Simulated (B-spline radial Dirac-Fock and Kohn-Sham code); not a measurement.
**Pt³⁺ 5p1/2: cross section and angular parameters**

System: platinum as Pt³⁺ in the configuration 1s2 2s2 2p6 3s2 3p6 3d10 4s2 4p6 4d10 4f14 5s2 5p6 5d7; threshold 110.4 eV (orbital energy of the model). Method: Dirac-Hartree-Slater photoionisation with a Latter tail; cross sections with all multipoles, angular parameters from the dipole term and its interference with E2. Computed with an atomic code on a B-spline grid.

For linearly polarised light dσ/dΩ = σ/(4π) [1 + β P₂(cos θ) + (δ + γ cos²θ) sin θ cos φ], with θ from the polarisation vector and φ the angle between the beam and the projection of the electron momentum on the plane normal to the polarisation.

```
hν (eV)  σ (kb)       β       γ       δ
    131     251   1.558   0.424  -0.035
    143     186   1.286   0.501  -0.039
    150     158   1.126   0.515  -0.038
    160     128   0.904   0.504  -0.035
    174    99.1   0.623   0.449  -0.027
    176       ?       ?       ?       ?
    200    68.0   0.226   0.281  -0.007
    276    36.9  -0.034  -0.046   0.040
    400    24.9   0.465   0.056   0.047
    483    21.1   0.760   0.193   0.039
    511    20.1   0.840   0.232   0.036
    581    17.8   1.006   0.311   0.029
    600    17.2   1.044   0.328   0.027
    979    10.3   1.454   0.412   0.006
   1240    7.77   1.566   0.353   0.001
 1253.6    7.66   1.570   0.349   0.001
   1510    6.02   1.631   0.273  -0.002
   1570    5.71   1.641   0.256  -0.002
   2740    2.50   1.717   0.025  -0.005
   2860    2.33   1.719   0.014  -0.005
   4400    1.11   1.708   0.006  -0.006
 5414.7   0.749   1.688   0.081  -0.006
 8047.8   0.337   1.631   0.370  -0.002
  10100   0.207   1.588   0.615   0.005
  12600   0.126   1.539   0.902   0.015
  13100   0.115   1.530   0.957   0.017
```

Problem. Give the values at 176 eV.

Solution. σ = 95.8 kb, β = 0.585, γ = 0.438, δ = -0.026.
